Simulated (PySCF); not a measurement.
SMILES N#CC[SeH] (CAM-B3LYP/def2-SVP optimised geometry):

```
7

N      1.698     0.845     0.000
C      0.545     0.845     0.000
C     -0.910     0.829    -0.017
Se    -1.698    -0.734     0.876
H     -1.295     1.702     0.528
H     -1.274     0.890    -1.050
H     -1.150    -1.702    -0.084
```

Level of theory: CAM-B3LYP/def2-TZVP run with PySCF.

Question: What are the frontier orbital energies and the dipole moment?

Answer: HOMO-2 -11.12 eV, HOMO-1 -10.68 eV, HOMO -8.67 eV, LUMO 0.09 eV, LUMO+1 0.77 eV; dipole moment 3.44 D.

Meta-Löwdin charges at CAM-B3LYP/def2-TZVP: N1 -0.22, C2 0.11, C3 -0.31, Se4 0.04, H5 0.16, H6 0.16, H7 0.06.
